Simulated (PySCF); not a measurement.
Compound: C6H14S.
InChI=1S/C6H14S/c1-5(2)6(3)7-4/h5-6H,1-4H3/t6-/m1/s1

Computed with PySCF at B3LYP/def2-SVPD, non-relativistic, on one gas-phase PBE0-D3(BJ)/def2-SVP geometry that isn't relaxed in the solvent. The solvent is an IEF-PCM continuum (van der Waals radii × 1.2), and excitations are vertical TDDFT with non-equilibrium linear response and a frozen core. The model holds no explicit solvent molecules, cavitation or dispersion.

Gas-phase singlets (H = HOMO, L = LUMO):

| state | E (eV) | λ (nm) | f | leading configuration |
| --- | --- | --- | --- | --- |
| S1 | 5.223 | 237 | 0.001 | H→L 81% |
| S2 | 5.645 | 220 | 0.017 | H→L+1 76% |
| S3 | 5.931 | 209 | 0.014 | H→L+2 89% |
| S4 | 6.200 | 200 | 0.015 | H→L+3 95% |
| S5 | 6.403 | 194 | 0.008 | H→L+4 75% |

Question: What are the lowest 5 singlets in benzene (ε = 2.271)?

Answer: 
| state | E (eV) | λ (nm) | f | leading configuration | change by rank (eV) |
| --- | --- | --- | --- | --- | --- |
| S1 | 5.272 | 235 | 0.001 | H→L 82% | +0.049 |
| S2 | 5.691 | 218 | 0.036 | H→L+1 77% | +0.046 |
| S3 | 5.952 | 208 | 0.008 | H→L+2 84% | +0.021 |
| S4 | 6.277 | 198 | 0.025 | H→L+3 96% | +0.077 |
| S5 | 6.500 | 191 | 0.012 | H→L+4 76% | +0.097 |

Question: Give the list for dimethylsulfoxide (ε = 46.83), n² = 2.19.

Answer: 
```tsv
state	E (eV)	λ (nm)	f	leading configuration	change by rank (eV)
S1	5.361	231	0.001	H→L 86%	+0.138
S2	5.723	217	0.049	H→L+1 87%	+0.078
S3	6.056	205	0.000	H→L+2 84%	+0.125
S4	6.381	194	0.032	H→L+3 96%	+0.181
S5	6.664	186	0.012	H→L+4 78%	+0.261
```

Question: The ground-state energy changes by -0.138 eV from gas to dimethylsulfoxide. By how much does the total energy of gas-phase S1 change?

Answer: E(S1) = E(S0) + excitation energy, so it changes by -0.138 + 0.138 = 0.000 eV: it isn't lowered at all, while the ground state is. This is the vertical state, with the slow part of the continuum still set for S0.

Question: How do the frontier levels move from gas to dimethylsulfoxide?

Answer: 
| orbital | gas (eV) | solvent (eV) | change (eV) |
| --- | --- | --- | --- |
| LUMO+2 | 0.84 | 0.80 | -0.04 |
| LUMO+1 | 0.51 | 0.59 | +0.08 |
| LUMO | 0.24 | 0.39 | +0.15 |
| HOMO | -5.99 | -6.08 | -0.09 |
| HOMO-1 | -8.09 | -8.08 | +0.01 |
| HOMO-2 | -8.87 | -8.66 | +0.21 |
| HOMO-3 | -9.16 | -8.98 | +0.18 |

The HOMO–LUMO gap goes from 6.23 to 6.48 eV. Rows go by rank; for LUMO, LUMO+1 and LUMO+2 the atom shares or the degeneracy differ between the runs, so the row needn't follow one orbital.

The values belong to the conformer `[CH3:1][S:2][C@H:3]([CH3:4])[CH:5]([CH3:6])[CH3:7]`: C1–S2–C3–C4 67°, S2–C3–C5–C6 -55°.
